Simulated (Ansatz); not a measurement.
Mulliken charges of FGeH$_{5}$O$_{2}$Si, SMILES `O[SiH](F)[O][GeH3]` from r2SCAN/def2-TZVPP in Ansatz (PBE0-D4/def2-TZVP geometry).

| atom | x (Å) | y (Å) | z (Å) | charge (e) |
| --- | --- | --- | --- | --- |
| O1 | -1.848 | 0.270 | 0.142 | -0.405 |
| Si2 | -0.526 | 1.034 | 0.718 | 0.798 |
| F3 | -0.320 | 2.372 | -0.128 | -0.325 |
| O4 | 0.730 | 0.049 | 0.556 | -0.489 |
| Ge5 | 1.174 | -1.232 | -0.606 | 0.353 |
| H6 | -2.625 | 0.788 | -0.069 | 0.204 |
| H7 | -0.661 | 1.448 | 2.124 | -0.107 |
| H8 | 0.789 | -0.769 | -2.018 | -0.006 |
| H9 | 0.422 | -2.507 | -0.203 | -0.011 |
| H10 | 2.690 | -1.393 | -0.453 | -0.013 |

Task: By hand: the dipole of these point charges (1 e Å = 4.8032 D).

Result: Σ q r = (-0.019, -0.458, -0.150) e Å, of length 0.482 e Å = 2.32 D.

Task: How does the dipole of the full density compare? (An estimate is asked.)

Result: The calculation gave: (-0.157, -0.205, -0.121) e Å, 1.37 D; the point charges give 1.69 times that, at 33° from its direction.

Point charges leave out the atoms' own dipoles, such as those of lone pairs, and Mulliken's split depends on the basis, so the two needn't agree.
